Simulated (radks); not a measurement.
Excited configurations of the ytterbium ion Yb3+: one electron is placed in a higher orbital outside [Xe] 4f12. The ground configuration is [Xe] 4f13. Method: scalar-relativistic Kohn-Sham, PBE, spin-polarised, spherical densities, finite nucleus; open shells are filled with parallel spins first (spin-orbit coupling, left out, can overturn this in heavy ions); Fermi nuclear charge, rms radius 5.3108 fm; computed with a radial shooting solver on a logarithmic mesh with Libxc functionals. Excitation = E - E(ground); binding = E(ion) - E, where the ion is the core of charge +4; n* = 4/sqrt(2 binding) in atomic units, and the quantum defect is n - n*.

[
 {"outer orbital": "5d", "excitation (eV)": "12.743", "binding (eV)": "33.003", "n*": "2.568", "quantum defect": "2.432", "<r> (bohr)": "1.958"},
 {"outer orbital": "5f", "excitation (eV)": "31.367", "binding (eV)": "14.380", "n*": "3.891", "quantum defect": "1.109", "<r> (bohr)": "4.181"},
 {"outer orbital": "6s", "excitation (eV)": "14.868", "binding (eV)": "30.878", "n*": "2.655", "quantum defect": "3.345", "<r> (bohr)": "2.786"},
 {"outer orbital": "6p", "excitation (eV)": "21.497", "binding (eV)": "24.249", "n*": "2.996", "quantum defect": "3.004", "<r> (bohr)": "3.309"},
 {"outer orbital": "6d", "excitation (eV)": "29.399", "binding (eV)": "16.348", "n*": "3.649", "quantum defect": "2.351", "<r> (bohr)": "4.490"},
 {"outer orbital": "6f", "excitation (eV)": "36.180", "binding (eV)": "9.567", "n*": "4.770", "quantum defect": "1.230", "<r> (bohr)": "7.246"},
 {"outer orbital": "7s", "excitation (eV)": "29.284", "binding (eV)": "16.462", "n*": "3.636", "quantum defect": "3.364", "<r> (bohr)": "5.154"},
 {"outer orbital": "7p", "excitation (eV)": "31.915", "binding (eV)": "13.831", "n*": "3.967", "quantum defect": "3.033", "<r> (bohr)": "5.912"},
 {"outer orbital": "7d", "excitation (eV)": "35.536", "binding (eV)": "10.210", "n*": "4.618", "quantum defect": "2.382", "<r> (bohr)": "7.568"}
]

The Delta-SCF ionisation energy is 45.746 eV (NIST Atomic Spectra Database: 43.61 eV, semi-empirical). Self-interaction in the functional shifts the binding energies and quantum defects, so they are the method's values and not measured ones. Open shells are spherical and high-spin; term and fine-structure splittings are not resolved. Spin-orbit splitting is averaged out at the scalar-relativistic level.
